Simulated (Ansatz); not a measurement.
Gas-phase reaction (SMILES): NB(N)F -> [NH]B(N)F + H atom; the H-N bond at the site shown breaks (other sites are not compared here).

Geometries: B3LYP-D3(BJ)/def2-TZVP minima from Ansatz (a quantum-chemistry and plane-wave program), one conformer each, not searched for the lowest. Valence correlation only, unless marked. Open shells are spin-unrestricted. No spin-orbit coupling. No relativistic terms. Basis-set limits of correlation are two-point, X^-3; Hartree-Fock from the larger set. Thermal terms are rigid-rotor harmonic-oscillator values from B3LYP-D3(BJ) frequencies (Ansatz) at 298.15 K and 1 atm. 1 Eh = 627.5095 kcal/mol. Atoms have translation alone. Electronic entropy comes from spin alone.

| species | E, CCSD(T)/CBS(cc-pVTZ,cc-pVQZ) (Ansatz) (Eh) | E, wB97X-V/def2-TZVPD (Ansatz) (Eh) | H - E (Eh) | G - E (Eh) |
|---|---|---|---|---|
| NB(N)F | -236.54350 | -236.78480 | 0.06612 | 0.03359 |
| [NH]B(N)F | -235.84659 | -236.09106 | 0.05203 | 0.01865 |
| H atom | -0.49995 | -0.50049 | 0.00236 | -0.01065 |

Problem. Work out ΔE and ΔH, ΔG, ΔS and the equilibrium constant at 298.15 K at the first level, then ΔH at the second.

Solution. 
1. ΔE = [(-235.84659) + (-0.49995)] - [(-236.54350)] = 0.19696 Eh = 123.6 kcal/mol at CCSD(T)/CBS(cc-pVTZ,cc-pVQZ).
2. The terms H - E add up to -0.01173 Eh, so ΔH = (0.19696 + (-0.01173))×627.5095 = 116.2 kcal/mol.
3. The terms G - E add up to -0.02559 Eh, so ΔG = 107.5 kcal/mol, and ΔS = (-0.01173 - (-0.02559))×627509.5/298.15 = 29.2 cal/(mol K).
4. log10 K = -ΔG/(RT ln 10) = -78.8, with RT ln 10 = 1.3642 kcal/mol.
5. With ΔH and ΔS taken as constant, ΔG changes sign near ΔH/ΔS = 3980 K, a rough figure that leaves out heat capacities.
6. At wB97X-V/def2-TZVPD the same steps give ΔE = 121.3 and ΔH = 113.9 kcal/mol, a shift of -2.3 from the first level.
7. These values are not checked against measurement here, since the tables used lack a sound gas-phase enthalpy of formation for at least one species.
